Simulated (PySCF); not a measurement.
Correlation energy of In (indium, neutral)

[Kr] 4d10 5s2 5p1, 2P determinant. Calculation: PySCF 2.14, in x2c-TZVPall (8s6p4d2f, 60 functions); the spin-free X2C one-electron Hamiltonian (Gaussian nucleus). Frozen: [Kr] 4d10; 3 electrons correlated.

MP2 pair energies summed by pair of shells (mhartree):

| pair | energy | share (%) |
| --- | --- | --- |
| 5s-5s | -17.30 | 59.3 |
| 5s-5p | -11.87 | 40.7 |

Total MP2 correlation energy: -29.17 mhartree.

Same-spin part -2.16 and opposite-spin part -27.01 mhartree; SCS-MP2 scales them by 1/3 and 6/5 to -33.13 mhartree.
